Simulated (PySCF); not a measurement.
Ions at one geometry of [Pb(NH2)3(H2O)]+

PySCF 2.14.0, RKS PBE0, Pb def2-SVP with ECP60, N def2-SVP, H def2-SVP, O def2-SVP; non-relativistic Hamiltonian with scalar-relativistic core potentials where named; density fitting; no spin-orbit coupling; singlets restricted, open shells unrestricted. The geometry is relaxed for charge +1, singlet, vacuum (a saddle point, kept by symmetry):

```xyz
13

Pb    0.2461   -0.2461    0.3130
N     1.0047    1.5204    1.1552
H     2.0091    1.5971    0.9809
H     0.8689    1.5194    2.1691
N    -1.5204   -1.0047    1.1552
H    -1.5194   -0.8689    2.1691
H    -1.5971   -2.0091    0.9809
N     1.3668   -1.3668   -1.0568
H     0.7714   -1.9461   -1.6510
H     1.9461   -0.7714   -1.6510
O    -1.0111    1.0111   -1.3171
H    -1.6701    1.6701   -1.0580
H    -0.9881    0.9881   -2.2827
```

Energies count from the relaxed state; an electron taken off or put on is at rest in vacuum. Charges and spins are Mulliken's.

```
                     state  energy (eV)  spin squared  charge on Pb1 (e)  spin on Pb1 (e)  dipole about the centre of mass (D)
charge +1, singlet, vacuum         0.00          0.00               0.94             0.00                                 2.34
charge +2, doublet, vacuum        13.84          0.85               1.07            -0.10                                 2.84
```

What does the state charge 0, doublet, vacuum give?

energy (eV) -4.78, spin squared 0.76, charge on Pb1 (e) 0.64, spin on Pb1 (e) 0.25, dipole about the centre of mass (D) 3.08.

With an electron taken off (doublet) the charges change, summed by element, by Pb +0.13 e, N +0.50 e, H +0.38 e, O -0.01 e. The vertical ionisation energy is 13.84 eV, against −ε(HOMO) = 11.94 eV of the relaxed state. The level lies 1.9 eV too high, as is usual for semilocal functionals and global hybrids, which keep a self-interaction error.

With an electron put on (doublet) the charges change, summed by element, by Pb -0.30 e, N -0.16 e, H -0.57 e, O +0.03 e. The vertical electron affinity is 4.78 eV, against −ε(LUMO) = 6.71 eV of the relaxed state.

Open shells may have lower solutions than those found.
